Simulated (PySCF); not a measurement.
# `CCN1CCC[C@H](C)N1`, C$_{7}$H$_{16}$N$_{2}$

Geometry:
| atom | x (Å) | y (Å) | z (Å) |
| --- | --- | --- | --- |
| C1 | -2.732 | 1.350 | 0.290 |
| C2 | -2.137 | 0.130 | 0.977 |
| N3 | -0.924 | -0.290 | 0.302 |
| C4 | -0.418 | -1.572 | 0.766 |
| C5 | 0.759 | -1.989 | -0.116 |
| C6 | 1.834 | -0.904 | -0.101 |
| C7 | 1.185 | 0.444 | -0.451 |
| C8 | 2.179 | 1.596 | -0.366 |
| N9 | 0.058 | 0.723 | 0.422 |
| H10 | -3.643 | 1.659 | 0.796 |
| H11 | -2.016 | 2.166 | 0.306 |
| H12 | -2.961 | 1.113 | -0.745 |
| H13 | -1.944 | 0.357 | 2.043 |
| H14 | -2.843 | -0.703 | 0.932 |
| H15 | -0.091 | -1.518 | 1.824 |
| H16 | -1.220 | -2.309 | 0.693 |
| H17 | 1.164 | -2.940 | 0.233 |
| H18 | 0.395 | -2.120 | -1.137 |
| H19 | 2.626 | -1.142 | -0.812 |
| H20 | 2.280 | -0.840 | 0.897 |
| H21 | 0.774 | 0.386 | -1.465 |
| H22 | 1.682 | 2.532 | -0.608 |
| H23 | 2.999 | 1.439 | -1.062 |
| H24 | 2.587 | 1.672 | 0.640 |
| H25 | 0.395 | 0.782 | 1.395 |

Method: GIAO wB97X-D/pcSseg-1 magnetisability, rotational g tensor and spin-rotation constants, non-relativistic, gas phase in PySCF 2.14.0. Geometry: GFN2-xTB.

(1) Give the nuclear spin-rotation constants along the inertial axes (H = +C I·J) beside the isotropic shieldings.

Answers

(1) Rotational constants 2.3425, 1.2770, 0.8939 GHz. A star marks the isotopologue with that one atom substituted, in its own axes.
```tsv
atom	isotope	Caa (kHz)	Cbb (kHz)	Ccc (kHz)	mean (kHz)	σ (ppm)
N3	14N	0.191	0.094	0.064	0.116	154.3
N9	14N	0.226	0.111	0.061	0.133	135.7
H10	1H	0.029	-0.140	-0.094	-0.068	31.1
H11	1H	-0.172	-0.003	-0.087	-0.087	29.6
H12	1H	-0.260	-0.138	0.022	-0.125	30.7
H13	1H	-0.244	-0.145	0.035	-0.118	29.7
H14	1H	-0.154	-0.005	-0.092	-0.084	29.3
H15	1H	-0.271	-0.141	0.035	-0.126	30.1
H16	1H	-0.106	-0.025	-0.093	-0.075	29.0
H17	1H	-0.193	-0.007	-0.090	-0.097	30.2
H18	1H	-0.255	-0.140	0.032	-0.121	30.0
H19	1H	0.013	-0.140	-0.077	-0.068	30.3
H20	1H	-0.266	-0.151	0.020	-0.132	31.3
H21	1H	-0.250	-0.133	0.040	-0.114	29.0
H22	1H	-0.171	-0.014	-0.096	-0.094	30.4
H23	1H	-0.010	-0.141	-0.077	-0.076	30.8
H24	1H	-0.269	-0.145	0.019	-0.132	31.1
H25	1H	-0.321	-0.174	0.033	-0.154	31.7
C1	13C*	0.332	0.181	0.116	0.210	171.3
C2	13C*	0.374	0.284	0.193	0.284	130.4
C4	13C*	0.550	0.240	0.176	0.322	126.0
C5	13C*	0.376	0.214	0.134	0.241	157.2
C6	13C*	0.465	0.218	0.132	0.272	148.9
C7	13C*	0.445	0.281	0.166	0.297	131.4
C8	13C*	0.345	0.166	0.149	0.220	164.2
```
For the geometry as given, no vibrational averaging.
